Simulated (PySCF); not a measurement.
C3H5O3, SMILES [CH2]OC(=O)OC, multiplicity 2.

Geometry: PBE0-D3(BJ)/def2-SVP. The isomer is the one that the SMILES or the coordinates give; other isomers of the formula were not compared.

Method: TDA-M06-2X/def2-SVPD (PySCF 2.14.0).

Vertical excitations. Gas-phase values at a fixed geometry.

**Question.** Estimate the UV-visible absorptions. (Estimate from the structure and the level; the computed values follow.)

**Answer.** 
```json
[
 {"state": "root 1", "energy (eV)": "5.34", "λ (nm)": "232", "f": "0.017", "main pairs": "α HOMO→LUMO 65 %, α HOMO→LUMO+1 29 %"},
 {"state": "root 2", "energy (eV)": "5.73", "λ (nm)": "216", "f": "0.076", "main pairs": "α HOMO→LUMO+3 87 %"},
 {"state": "root 3", "energy (eV)": "5.98", "λ (nm)": "207", "f": "0.004", "main pairs": "α HOMO→LUMO+2 51 %, α HOMO→LUMO+1 16 %, α HOMO→LUMO 8 %"},
 {"state": "root 4", "energy (eV)": "6.07", "λ (nm)": "204", "f": "0.000", "main pairs": "β HOMO→LUMO 64 %, β HOMO→LUMO+4 24 %"},
 {"state": "root 5", "energy (eV)": "6.56", "λ (nm)": "189", "f": "0.000", "main pairs": "α HOMO→LUMO+4 28 %, α HOMO→LUMO+6 23 %, α HOMO→LUMO+1 12 %, α HOMO→LUMO 11 %"},
 {"state": "root 6", "energy (eV)": "6.70", "λ (nm)": "185", "f": "0.000", "main pairs": "β HOMO−4→LUMO 37 %, β HOMO−3→LUMO 36 %"},
 {"state": "root 7", "energy (eV)": "6.71", "λ (nm)": "185", "f": "0.009", "main pairs": "α HOMO−2→LUMO+3 16 %, β HOMO−1→LUMO 41 %, β HOMO−1→LUMO+4 14 %, β HOMO−2→LUMO 12 %"},
 {"state": "root 8", "energy (eV)": "6.97", "λ (nm)": "178", "f": "0.000", "main pairs": "α HOMO−1→LUMO+3 82 %"},
 {"state": "root 9", "energy (eV)": "7.03", "λ (nm)": "176", "f": "0.006", "main pairs": "α HOMO→LUMO+1 30 %, α HOMO→LUMO+4 29 %, α HOMO→LUMO 12 %, α HOMO→LUMO+2 8 %"},
 {"state": "root 10", "energy (eV)": "7.27", "λ (nm)": "170", "f": "0.043", "main pairs": "α HOMO→LUMO+5 42 %, α HOMO→LUMO+10 12 %, α HOMO→LUMO+6 8 %, β HOMO−2→LUMO 22 %"}
]
```
Unrestricted roots are not spin-pure.
